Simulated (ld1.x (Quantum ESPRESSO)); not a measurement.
## Before and after: ultrasoft potential for V (Z = 23)

- Element: vanadium (V)
- Generator: ld1.x (Quantum ESPRESSO) 7.5
- Type: ultrasoft
- Functional: PBE
- Relativity: scalar-relativistic
- Frozen core: [Ar]
- Valence charge: 5
- Reference configuration: 3d3 4s1 4p0 (charge +1)
- Partial waves: 4s (bound): rcut 2.25, rcutus 2.70 bohr; 4s channel at 0.8 Ry: rcut 2.25, rcutus 2.70 bohr; 4p (bound, empty): rcut 3.10, rcutus 3.75 bohr; 4p channel at 0.25 Ry: rcut 3.10, rcutus 3.75 bohr; 3d (bound): rcut 1.25, rcutus 1.45 bohr; 3d channel at 3.35 Ry: rcut 1.25, rcutus 1.45 bohr
- Local potential: all-electron potential smoothed inside 1.15 bohr (lloc = -1)
- Core correction: none
- Augmentation charge: PSQ, radius 1.30 bohr

All-electron outer shells of the reference configuration (PBE, scalar-relativistic, ld1.x):

```tsv
shell	level (eV)	outermost node (bohr)	outermost maximum (bohr)
3p	-51.65	0.35	0.84
3d	-12.63	–	0.90
4s	-10.90	1.17	2.59
4p	-6.83	1.29	3.20
```

Change: type PAW; local potential all-electron potential smoothed inside 2.95 bohr (lloc = -1); core correction a·sin(br)/r model core, default radius (ld1.x builds one for every PAW set, though the input has nlcc=.false.); augmentation BESSEL, radius 0.95 bohr.

Cutoffs: the cutoffs (Ry, on a coarse ladder) from which the occupation-weighted sum of valence levels, in a spherical-Bessel basis at the reference potential, stays within 10 and 1 mRy of its value at 400 Ry; they do not see the model core or the augmentation charge, which bear on the density cutoff. Errors are all-electron minus pseudo energies relative to the spin-unpolarised reference configuration.

Q: Predict the effect on cutoff, ghosts and configuration errors.

A: The potential gets neither clearly harder nor softer (45 Ry and 80 Ry → 45 Ry and 80 Ry); the bound ghost in p, s disappears; the number of tests that count goes from 6 to 7; of the 6 tests that both files solve, the error grows in 2 and shrinks in 4 by more than 15 % and 0.3 meV (median size 22.1 → 17.4 meV); the range in which the p phases agree narrows (upper end 3.8 → 1.2). Several settings change at once here, so the effects cannot be laid on one of them.

```tsv
quantity	base	changed
cutoff, loose	45 Ry	45 Ry
cutoff, tight	80 Ry	80 Ry
bound ghosts	s, p	none
tests counted (converged, no solver errors)	6 of 7	7 of 7
error for 3d3 4s2 4p0, meV [ΔE -7.73 eV]	+28	+5.2
error for 3d3 4s0 4p0, meV [ΔE 14.30 eV]	+134	+30
error for 3d2 4s0 4p0, meV [ΔE 43.19 eV]	-1.7	-408
error for 3d2 4s2 4p0, meV [ΔE 3.24 eV]	-16	-236
error for 3d3 4s0 4p1, meV [ΔE 4.10 eV]	+29	-1.6
error for 3d3 4s1.5 4p0, meV [ΔE -4.64 eV]	+11	+2.4
s: phases at 4.04 bohr within 0.05 rad from the reference energy up to (Ry; the scan ends near 5)	4.0	3.7
p: phases at 4.04 bohr within 0.05 rad from the reference energy up to (Ry; the scan ends near 5)	3.8	1.2
d: phases at 4.04 bohr within 0.05 rad from the reference energy up to (Ry; the scan ends near 5)	to the end of the scan	to the end of the scan
lowest overlap eigenvalue by channel	s 0.20, p 0.16, d 0.37	s 0.46, p 0.63, d 0.43
```

Base: Tests not counted: 3d2 4s2 4p1 (solver errors, printed error -2.6 eV). A true bound ghost makes a file unfit for plane-wave use even where its test errors are small: the radial tests pick states by their node count and pass the ghost by. Where a test does run into it, the solver fails or the error is huge.
